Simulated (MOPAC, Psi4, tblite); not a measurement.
Approach curve of the dimer F4Si ··· Cl2 (SMILES F[Si](F)(F)F and ClCl). Monomers: optimised at B3LYP-D3(BJ) (def2-TZVP), held rigid. Orientation: lowest of the rigid-body minima from ten starts at GFN2-xTB. The monomers approach along the line of their centres of mass (distance R); nothing else relaxes.

Geometry at R = 3.81 Å (first 5 atoms: monomer A):
```
7

F      1.5253    -0.1526    -0.3281
Si     0.0002    -0.0002     0.0001
F     -0.3297     1.5098     0.2602
F     -0.8493    -0.5186    -1.2107
F     -0.3465    -0.8384     1.2785
Cl    -1.1572    -3.9617    -0.2765
Cl     0.7920    -3.5961    -0.6246
```

- PM6, restricted, heats of formation (MOPAC)
- GFN2-xTB (tblite)
- PBE-D3(BJ)/def2-TZVP, counterpoise-corrected (Psi4)
- BLYP/def2-TZVP, counterpoise-corrected (Psi4)
- PM3, restricted, heats of formation (MOPAC)

Interaction energies in kJ/mol (negative: bound); R is the distance of the centres of mass, d the F1···Cl7 distance.

| R / Å | d / Å | PM6 | GFN2-xTB | PBE-D3(BJ)/def2-TZVP | BLYP/def2-TZVP | PM3 |
|---|---|---|---|---|---|---|
| 3.25 | 2.98 | 3.37 | 1.47 | 7.34 | 26.35 | 0.39 |
| 3.38 | 3.11 | 5.78 | -2.85 | 0.59 | 17.39 | 4.77 |
| 3.61 | 3.34 | 7.41 | -6.26 | -5.06 | 8.61 | 8.48 |
| 3.81 | 3.53 | 6.45 | -6.87 | -6.45 | 4.97 | 8.30 |
| 3.99 | 3.71 | 5.27 | -6.58 | -6.40 | 3.26 | 7.00 |
| 4.23 | 3.95 | 4.25 | -5.72 | -5.58 | 2.06 | 5.03 |
| 4.55 | 4.26 | 3.63 | -4.44 | -4.17 | 1.23 | 3.03 |
| 4.84 | 4.55 | 3.17 | -3.43 | -3.05 | 0.77 | 1.96 |
| 5.34 | 5.05 | 2.32 | -2.11 | -1.68 | 0.29 | 1.06 |
| 6.00 | 5.70 | 1.46 | -1.09 | -0.77 | 0.03 | 0.60 |
| 6.98 | 6.68 | 0.75 | -0.43 | -0.28 | -0.02 | 0.33 |
| 8.28 | 7.98 | 0.34 | -0.14 | -0.10 | -0.01 | 0.17 |

Lowest grid point: PM6 0.34 kJ/mol at R = 8.28 Å; GFN2-xTB -6.87 kJ/mol at R = 3.81 Å; PBE-D3(BJ)/def2-TZVP -6.45 kJ/mol at R = 3.81 Å; BLYP/def2-TZVP -0.02 kJ/mol at R = 6.98 Å; PM3 0.17 kJ/mol at R = 8.28 Å.
